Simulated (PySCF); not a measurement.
Can point charges reproduce the dipole moment of `CC1=C(C(F)(F)F)C=C[SiH2]1`?

Coordinates (PBE0-D3(BJ)/def2-SVP, Å) and charges (e) from the PBE0/pcSseg-1 density (PySCF):

```tsv
atom	x	y	z	Mulliken	IAO	Hirshfeld	ESP-fitted
C1	0.705	1.982	0.256	-0.1488	-0.4177	-0.1216	-0.5960
C2	-0.072	0.713	0.089	-0.4804	-0.2265	-0.0650	+0.0639
C3	0.395	-0.550	-0.066	-0.3669	-0.0798	-0.0477	-0.1097
C4	1.837	-0.965	-0.123	+0.9400	+0.8005	+0.2559	+0.6306
F5	2.141	-1.471	-1.326	-0.2717	-0.2831	-0.0989	-0.2105
F6	2.094	-1.925	0.776	-0.2717	-0.2832	-0.0956	-0.2105
F7	2.685	0.038	0.112	-0.2702	-0.2768	-0.0690	-0.1951
C8	-0.606	-1.637	-0.212	-0.0136	-0.1253	-0.0441	-0.1857
C9	-1.909	-1.295	-0.174	-0.3637	-0.4445	-0.1473	-0.3906
Si10	-1.957	0.551	0.072	+0.7448	+0.7498	+0.3304	+0.4587
H11	1.401	2.145	-0.580	+0.1433	+0.1635	+0.0453	+0.1871
H12	1.315	1.961	1.172	+0.1449	+0.1647	+0.0463	+0.1871
H13	0.041	2.855	0.316	+0.1237	+0.1425	+0.0457	+0.1685
H14	-0.255	-2.666	-0.343	+0.1019	+0.1587	+0.0491	+0.1827
H15	-2.708	-2.031	-0.277	+0.1218	+0.1646	+0.0517	+0.1963
H16	-2.563	0.995	1.366	-0.0660	-0.1037	-0.0679	-0.0893
H17	-2.588	1.330	-1.037	-0.0672	-0.1038	-0.0674	-0.0876
```

What dipole does each set of charges give (1 e·Å = 4.803 D), and what does the density give?

The full density gives (-1.76, 1.13, 0.16) D, 2.10 D in size; dipole vectors point from the negative to the positive end.

| scheme | μx | μy | μz | size (D) | share of the full size (%) | angle to the full dipole (°) |
| --- | --- | --- | --- | --- | --- | --- |
| Mulliken | -3.53 | 3.57 | 0.50 | 5.05 | 241 | 13 |
| IAO | -3.96 | 2.45 | 0.34 | 4.67 | 222 | 1 |
| Hirshfeld | -1.17 | 0.91 | 0.15 | 1.49 | 71 | 5 |
| ESP-fitted | -1.79 | 1.17 | 0.16 | 2.14 | 102 | 1 |

Which set comes closest?

Length of the difference vector: ESP-fitted 0.05 D, Hirshfeld 0.63 D, IAO 2.57 D, Mulliken 3.04 D. Closest: ESP-fitted. The schemes that divide the density aren't constrained to reproduce the dipole.

What is left for the Hirshfeld atoms' own dipoles?

The Hirshfeld atoms' densities add up to the full density, so μ = Σ q r + Σ (atomic dipoles). The atomic dipoles sum to (-1.76, 1.13, 0.16) − (-1.17, 0.91, 0.15) = (-0.59, 0.22, 0.01) D, 0.63 D in size.

With the origin at the mean of the coordinates, (-0.003, 0.002, 0.001) Å, which are the largest single terms, by size, of the Mulliken dipole along the direction of the full one?

C4 -9.36, Si10 +6.95, F6 +3.58, F5 +3.51, F7 +2.89 D; all 17 atoms together +4.93 D. The single terms depend on the origin, their sum doesn't.

Give the size of the full dipole in other units.

2.10 D = 0.826 au = 0.437 e·Å = 7.00 × 10⁻³⁰ C·m.

Isolated species at its PBE0-D3(BJ)/def2-SVP geometry, gas phase.

These values come from a run that also computed NMR shieldings. On an Intel Xeon 6975P-C with one thread, on a shared host, this took 28 s and 0.90 GiB of memory at its peak.

Conformer computed: `[CH3:1][C:2]1=[C:3]([C:4]([F:5])([F:6])[F:7])[CH:8]=[CH:9][SiH2:10]1`: C2–C3–C4–F5 -115°.
